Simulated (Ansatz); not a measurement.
C2HF5, charge +1, doublet, at a GFN2-xTB geometry (a state made from the parent by changing its charge; the spin is typed, not shown lowest). Base run: Ansatz (a quantum-chemistry and plane-wave program) with PBE/STO-3G.

The Ansatz input:
Ansatz 0.2 input:
```yaml
crystal:
  periodic: [false, false, false]
  atoms:
    - {symbol: F, position_ang: [1.23800956, -1.23601556, 0.52034499]}
    - {symbol: C, position_ang: [1.02696466, -0.18445344, -0.21020972]}
    - {symbol: F, position_ang: [1.57242578, 0.87660154, 0.30034638]}
    - {symbol: C, position_ang: [-0.71653643, 0.09712544, -0.15651253]}
    - {symbol: F, position_ang: [-0.98326730, 0.26981887, 1.09638611]}
    - {symbol: F, position_ang: [-0.91782864, 1.15425581, -0.87502986]}
    - {symbol: F, position_ang: [-1.25403533, -0.96967226, -0.65385338]}
    - {symbol: H, position_ang: [1.23969399, -0.33092755, -1.29341463]}
basis:
  gaussian:
    orbitals: STO-3G
hamiltonian:
  xc: pbe
total_charge: 1
magnetization: {spin_polarized: true, initial_magnetization: 1}
```

Variants of this job, named by their change:

```csv
change,ΔE vs base (mEh)
base,0.000
fitting.mean_field = cc-pVTZ-JKFIT,-0.713
fitting.mean_field = def2-universal-JKFIT,-2.785
lower_state_search = full,0.000
"final_grid = 6, 12, 29",0.118
lower_state_search = off,0.000
"point_charge = charge:1.0 position_ang:4.8671, 0.2059, 0.3971",114.0
accuracy = high,0.000
"final_grid = 14, 28, 59",0.000
nuclear_model = gaussian,0.078
forces = on,0.000
```
